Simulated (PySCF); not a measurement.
PySCF job for Li(Me) (CH3Li), SMILES [Li][CH3], TDA-B3LYP/def2-TZVPD. Coordinates come from a PBE0-D3(BJ)/def2-TZVPD optimisation. The isomer is the one that the SMILES or the coordinates give; other isomers of the formula were not compared.

```python
import numpy as np
from pyscf import gto, scf, dft, tdscf

mol = gto.M(
    atom='''
    Li    0.00000000    0.00000000   -1.57835149
    C    -0.00000000   -0.00000000    0.38396354
    H     0.87733144    0.50652754    0.81042441
    H     0.00000000   -1.01305508    0.81042440
    H    -0.87733143    0.50652754    0.81042441
    ''',
    basis='def2-TZVPD',
    charge=0,
    spin=0,
    symmetry=True,
    max_memory=1600,
    verbose=4,
)
mf = dft.RKS(mol, xc='b3lyp').density_fit(auxbasis='def2-universal-jkfit')
mf.grids.level = 3
mf.conv_tol = 1e-9
mf.max_cycle = 100
mf.kernel()
mf.grids = dft.Grids(mol).set(level=1).build(with_non0tab=True)  # coarser grid for the response kernel
td = tdscf.TDA(mf)
td.singlet = True
td.nstates = 10
td.conv_tol = 1e-4
td.kernel(x0=td.get_init_guess(mf, 15))
td.analyze()
tt = tdscf.TDA(mf)
tt.singlet = False
tt.nstates = 4
tt.conv_tol = 1e-4
tt.kernel(x0=tt.get_init_guess(mf, 9))
tt.analyze(verbose=3)
```

Log of the run:

```
PySCF version 2.14.0

[INPUT] verbose = 4
[INPUT] num. atoms = 5
[INPUT] num. electrons = 12
[INPUT] charge = 0
[INPUT] spin (= nelec alpha-beta = 2S) = 0
[INPUT] symmetry True subgroup None
[INPUT] Mole.unit = angstrom
[INPUT] Symbol           X                Y                Z      unit          X                Y                Z       unit  Magmom
[INPUT]  1 Li     0.000000000000   0.000000000000  -1.578351490000 AA    0.000000000000   0.000000000000  -2.982652044399 Bohr   0.0
[INPUT]  2 C      0.000000000000   0.000000000000   0.383963540000 AA    0.000000000000   0.000000000000   0.725585932418 Bohr   0.0
[INPUT]  3 H      0.877331440000   0.506527540000   0.810424410000 AA    1.657916142070   0.957198325150   1.531480179562 Bohr   0.0
[INPUT]  4 H      0.000000000000  -1.013055080000   0.810424400000 AA    0.000000000000  -1.914396650299   1.531480160665 Bohr   0.0
[INPUT]  5 H     -0.877331430000   0.506527540000   0.810424410000 AA   -1.657916123173   0.957198325150   1.531480179562 Bohr   0.0

nuclear repulsion = 16.2602006053252
point group symmetry = C3v, use subgroup Cs
symmetry origin: [ 1.57477176e-09  0.00000000e+00 -1.57477166e-09]
symmetry axis x: [ 8.66025402e-01 -5.00000002e-01 -2.22230819e-10]
symmetry axis y: [9.22079920e-10 1.15262762e-09 1.00000000e+00]
symmetry axis z: [-5.00000002e-01 -8.66025402e-01  1.45924476e-09]
num. orbitals of irrep A' = 54
num. orbitals of irrep A" = 27
number of shells = 37
number of NR pGTOs = 108
number of NR cGTOs = 81
basis = def2-TZVPD
ecp = {}


[settings echo left out]
init E= -47.2429248157292
HOMO (A') = -0.312646591543949  LUMO (A') = -0.0836456145244178  gap/eV = 6.23143
cycle= 1 E= -47.3263102992348  delta_E= -0.0834  |g|= 0.577  |ddm|= 1.57
HOMO (A') = -0.0631335922098764  LUMO (A') = -0.0174688545667188  gap/eV = 1.24260
cycle= 2 E= -46.9068146386147  delta_E= 0.419  |g|= 1.11  |ddm|= 1.74
HOMO (A') = -0.211796097553812  LUMO (A') = -0.0512240368971568  gap/eV = 4.36939
cycle= 3 E= -47.4203302932446  delta_E= -0.514  |g|= 0.105  |ddm|= 1.59
HOMO (A') = -0.176982314122036  LUMO (A') = -0.0498767960263287  gap/eV = 3.45872
cycle= 4 E= -47.4246339134672  delta_E= -0.0043  |g|= 0.00709  |ddm|= 0.218
HOMO (A') = -0.177999357244602  LUMO (A') = -0.0493657469877178  gap/eV = 3.50030
cycle= 5 E= -47.4246491179201  delta_E= -1.52e-05  |g|= 0.0031  |ddm|= 0.0555
HOMO (A') = -0.178390141023446  LUMO (A') = -0.0496328709482796  gap/eV = 3.50366
cycle= 6 E= -47.4246521338867  delta_E= -3.02e-06  |g|= 0.000324  |ddm|= 0.00427
HOMO (A') = -0.178424639568437  LUMO (A') = -0.0496173553473049  gap/eV = 3.50502
cycle= 7 E= -47.4246521791668  delta_E= -4.53e-08  |g|= 0.000105  |ddm|= 0.00333
HOMO (A') = -0.178454062082864  LUMO (A') = -0.0496247359550566  gap/eV = 3.50562
cycle= 8 E= -47.4246521825878  delta_E= -3.42e-09  |g|= 9.75e-06  |ddm|= 0.000294
HOMO (A') = -0.178457127730024  LUMO (A') = -0.049626913987602  gap/eV = 3.50565
cycle= 9 E= -47.4246521826226  delta_E= -3.47e-11  |g|= 7.07e-07  |ddm|= 1.97e-05
HOMO (A') = -0.178457441371478  LUMO (A') = -0.0496272620350311  gap/eV = 3.50565
Extra cycle  E= -47.4246521826226  delta_E= -4.26e-14  |g|= 6.3e-07  |ddm|= 5.84e-06
converged SCF energy = -47.4246521826226
tot grids = 17680


******** <class 'pyscf.tdscf.rks.TDA'> for <class 'pyscf.df.df_jk.DFSymAdaptedRKS'> ********
nstates = 10 singlet
deg_eia_thresh = 1.000e-03
wfnsym = None
conv_tol = 0.0001
eigh lindep = 1e-12
eigh level_shift = 0
eigh max_cycle = 100


Excitation energies (eV)
[2.84407615 3.97559382 3.97561481 4.50099062 5.7011264  5.81507376
 5.81509334 6.41275645 6.41275713 6.7707596 ]

** Singlet excitation energies and oscillator strengths **
Excited State   1:  ???      2.84408 eV    435.94 nm  f=0.0972
       6 -> 7        -0.70141
Excited State   2:  ???      3.97559 eV    311.86 nm  f=0.0796
       6 -> 9         0.70295
Excited State   3:  ???      3.97561 eV    311.86 nm  f=0.0796
       6 -> 8        -0.70295
Excited State   4:  ???      4.50099 eV    275.46 nm  f=0.0206
       6 -> 10       -0.69872
Excited State   5:  ???      5.70113 eV    217.47 nm  f=0.0010
       6 -> 11       -0.69894
Excited State   6:  ???      5.81507 eV    213.21 nm  f=0.0389
       6 -> 12       -0.70232
Excited State   7:  ???      5.81509 eV    213.21 nm  f=0.0389
       6 -> 13       -0.70232
Excited State   8:  ???      6.41276 eV    193.34 nm  f=0.0117
       5 -> 7         0.70465
Excited State   9:  ???      6.41276 eV    193.34 nm  f=0.0117
       4 -> 7         0.70465
Excited State  10:  ???      6.77076 eV    183.12 nm  f=0.0266
       6 -> 14       -0.69717

** Transition electric dipole moments (AU) **
state          X           Y           Z        Dip. S.      Osc.
  1         0.0000     -0.0000     -1.1808      1.3943      0.0972
  2        -0.7828      0.4519      0.0000      0.8169      0.0796
  3         0.4519      0.7828     -0.0000      0.8170      0.0796
  4         0.0000     -0.0000      0.4321      0.1867      0.0206
  5        -0.0000      0.0000     -0.0827      0.0068      0.0010
  6         0.4527     -0.2614     -0.0000      0.2733      0.0389
  7         0.2614      0.4527      0.0000      0.2733      0.0389
  8         0.2364     -0.1365     -0.0000      0.0745      0.0117
  9         0.1365      0.2364      0.0000      0.0745      0.0117
 10         0.0000      0.0000     -0.4005      0.1604      0.0266

** Transition velocity dipole moments (imaginary part, AU) **
state          X           Y           Z        Dip. S.      Osc.
  1         0.0000      0.0000     -0.1089      0.0118      0.0756
  2        -0.0705      0.0407      0.0000      0.0066      0.0302
  3         0.0407      0.0705     -0.0000      0.0066      0.0302
  4         0.0000     -0.0000      0.0781      0.0061      0.0246
  5        -0.0000     -0.0000     -0.0153      0.0002      0.0007
  6         0.0534     -0.0308     -0.0000      0.0038      0.0118
  7         0.0308      0.0534      0.0000      0.0038      0.0118
  8         0.0517     -0.0298     -0.0000      0.0036      0.0101
  9         0.0298      0.0517      0.0000      0.0036      0.0101
 10         0.0000      0.0000     -0.0732      0.0054      0.0144

** Transition magnetic dipole moments (imaginary part, AU) **
state          X           Y           Z
  1         0.0000      0.0000     -0.0000
  2         0.0132      0.0229     -0.0000
  3         0.0229     -0.0132      0.0000
  4        -0.0000     -0.0000      0.0000
  5         0.0000      0.0000      0.0000
  6        -0.1060     -0.1836     -0.0000
  7         0.1836     -0.1060     -0.0000
  8         0.0553      0.0958      0.0000
  9        -0.0958      0.0553      0.0000
 10         0.0000     -0.0000     -0.0000


******** <class 'pyscf.tdscf.rks.TDA'> for <class 'pyscf.df.df_jk.DFSymAdaptedRKS'> ********
nstates = 4 triplet
deg_eia_thresh = 1.000e-03
wfnsym = None
conv_tol = 0.0001
eigh lindep = 1e-12
eigh level_shift = 0
eigh max_cycle = 100


Excitation energies (eV)
[2.34639998 3.86625638 3.8662695  4.42530486]

** Triplet excitation energies and oscillator strengths **
Excited State   1:  ???      2.34640 eV    528.40 nm  f=0.0000
Excited State   2:  ???      3.86626 eV    320.68 nm  f=0.0000
Excited State   3:  ???      3.86627 eV    320.68 nm  f=0.0000
Excited State   4:  ???      4.42530 eV    280.17 nm  f=0.0000
```

The run converged.
